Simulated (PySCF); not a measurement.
Stationary points of BiCl₄

These are results of PBE0/[Bi def2-SVP with ECP60, Cl def2-SVP], scalar-relativistic core potentials, density fitting, no spin–orbit coupling, PySCF, not measurements.

Relaxations began from a few typed shapes; open shells are unrestricted. The search is not exhaustive: other isomers or separated fragments can lie lower, and high-lying points may rest on an excited occupation.

```
   spin  group               bonds                                     angles  imaginary modes (cm⁻¹)  ΔE (kJ/mol)  ΔE with ZPE (kJ/mol)
doublet     Td  Bi–Cl 2.496 Å (×4)                       Cl–Bi–Cl 109.5° (×6)                    none          0.0                   0.0
doublet    C4v  Bi–Cl 2.507 Å (×4)  Cl–Bi–Cl 87.3° (×4), Cl–Bi–Cl 155.1° (×2)                     80i        107.2                     –
doublet    D4h  Bi–Cl 2.518 Å (×4)  Cl–Bi–Cl 90.0° (×4), Cl–Bi–Cl 180.0° (×2)                79i, 76i        118.4                     –
```

The lowest minimum found is the doublet Td: Bi–Cl 2.496 Å (×4); Cl–Bi–Cl 109.5° (×6).

For the lowest minimum: no spin–orbit coupling is included, which matters more the heavier the element.
